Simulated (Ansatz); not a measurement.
`[CH3][AlH][SH]` + CH₃SH → `[CH3][AlH][S]C` + H₂S at 600 K and 1 bar (ligand exchange at the Al–S bond).

Gas-phase electronic energies from Ansatz, PBE0-D4/def2-TZVP geometries. CBS: MP2 limit from def2 TZ/QZ plus the TZ coupled-cluster correction, frozen cores. This one scheme is used for every species. One conformer a species, not always the lowest.

```json
{"species": "`[CH3][AlH][SH]`", "CCSD(T)/CBS energy (Eh)": "-680.89694", "H − E (kJ/mol)": "186.2", "S (J/(mol·K))": "392.5"}
{"species": "CH₃SH", "CCSD(T)/CBS energy (Eh)": "-438.22835", "H − E (kJ/mol)": "152.3", "S (J/(mol·K))": "296.8"}
{"species": "`[CH3][AlH][S]C`", "CCSD(T)/CBS energy (Eh)": "-720.14936", "H − E (kJ/mol)": "277.8", "S (J/(mol·K))": "455.5"}
{"species": "H₂S", "CCSD(T)/CBS energy (Eh)": "-398.97279", "H − E (kJ/mol)": "60.8", "S (J/(mol·K))": "230.9"}
```

H − E and S are ideal-gas, rigid-rotor, harmonic terms from PBE0-D4/def2-TZVP, for one conformer and one mirror image of each species. 1 Eh = 2625.50 kJ/mol, R = 8.31446 J/(mol·K).

Problem. By hand: ΔE, ΔH, ΔS and ΔG.

Solution. ΔE = (-720.14936) + (-398.97279) − (-680.89694) − (-438.22835) = 0.00314 Eh = 8.2 kJ/mol. Δ(H − E) = 277.8 + 60.8 − 186.2 − 152.3 = 0.1, so ΔH = 8.3 kJ/mol. ΔS = 455.5 + 230.9 − 392.5 − 296.8 = -2.9 J/(mol·K). ΔG = 8.3 − 600 × (-2.9)/1000 = 10.0 kJ/mol.

Problem. By hand: the equilibrium constant, and the temperature at which ΔG would vanish if ΔH and ΔS stayed fixed.

Solution. log₁₀ K = −ΔG/(RT ln 10) = -0.9. ΔH and −TΔS have one sign here, so there is no such temperature.

The number of gas molecules stays the same, so ΔS is small and ΔH decides. A doubt of 5 kJ/mol in ΔE shifts log₁₀ K by 0.4 here. Other conformers and mirror images would add mixing entropy, several J/(mol·K) or more a flexible species. Modes under 60 cm⁻¹, often nearly free rotors, make the harmonic entropy too high. These are equilibria of isolated gas molecules and say nothing of rates. Largest T1 diagnostic: 0.010 (customary marks: 0.02 for closed shells, 0.045 for open ones).

ΔS is within the doubt of such terms, so its sign, and with it that verdict, could turn.
